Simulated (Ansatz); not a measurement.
C$_{2}$H$_{2}$N, charge -1, singlet, geometry from GFN2-xTB (a gas-phase anion, which may not be bound at this level). Base run: Ansatz (an electronic-structure program) with HF/6-31G.

Ansatz was given this input:
Ansatz 0.2 input:
```yaml
crystal:
  periodic: [false, false, false]
  atoms:
    - {symbol: C, position_ang: [0.00239539, -0.05738577, -1.17430271]}
    - {symbol: C, position_ang: [-0.00030500, -0.00940597, 0.17345626]}
    - {symbol: N, position_ang: [-0.00297384, 0.15282315, 1.34104101]}
    - {symbol: H, position_ang: [0.92298158, -0.33199703, -1.68935248]}
    - {symbol: H, position_ang: [-0.91470705, -0.33701456, -1.69285587]}
basis:
  gaussian:
    orbitals: 6-31G
hamiltonian:
  xc: hf
total_charge: -1
```

The bond that is stretched is that between atoms 4 and 1. A test that says stable can miss a lower solution.

Each row names what was changed in the base input (with any setting that the change needs).

| change | ΔE vs base (eV) | <S^2> | stability test says |
|---|---|---|---|
| base | 0.00 | 0.000 | minimum (restricted orbitals) |
| spin_polarized = on; lower_state_search = off | 0.00 | 0.000 | undecided (no full test) |
| spin_polarized = on; lower_state_search = standard | 0.00 | 0.000 | minimum |
| bond × 1.25 | 0.89 | 0.000 | minimum (restricted orbitals) |
| spin_polarized = on; lower_state_search = off; bond × 1.25 | 0.89 | 0.000 | undecided (no full test) |
| spin_polarized = on; lower_state_search = standard; bond × 1.25 | 0.89 | 0.000 | minimum |
| bond × 1.5 | 2.26 | 0.000 | minimum (restricted orbitals) |
| spin_polarized = on; lower_state_search = off; bond × 1.5 | 2.26 | 0.000 | undecided (no full test) |
| spin_polarized = on; lower_state_search = standard; bond × 1.5 | 2.26 | 0.038 | minimum |
| bond × 1.8 | 3.71 | 0.000 | minimum (restricted orbitals) |
| spin_polarized = on; lower_state_search = off; bond × 1.8 | 3.71 | 0.000 | undecided (no full test) |
| spin_polarized = on; lower_state_search = standard; bond × 1.8 | 3.10 | 0.880 | minimum |
| bond × 2.2 | 5.11 | 0.000 | minimum (restricted orbitals) |
| spin_polarized = on; lower_state_search = off; bond × 2.2 | 5.11 | 0.000 | undecided (no full test) |
| spin_polarized = on; lower_state_search = standard; bond × 2.2 | 3.27 | 1.091 | minimum |
| bond × 3.0 | 6.32 | 0.000 | minimum (restricted orbitals) |
| spin_polarized = on; lower_state_search = off; bond × 3.0 | 6.32 | 0.000 | undecided (no full test) |
| spin_polarized = on; lower_state_search = standard; bond × 3.0 | 3.30 | 1.123 | minimum |

A gas-phase anion may not be bound at this level; its values then depend on the basis.

Where a bond breaks into two radicals, a solution with restricted orbitals usually stops being the lowest and lies too high; an unrestricted one lies lower at the price of spin contamination, which <S^2> shows.
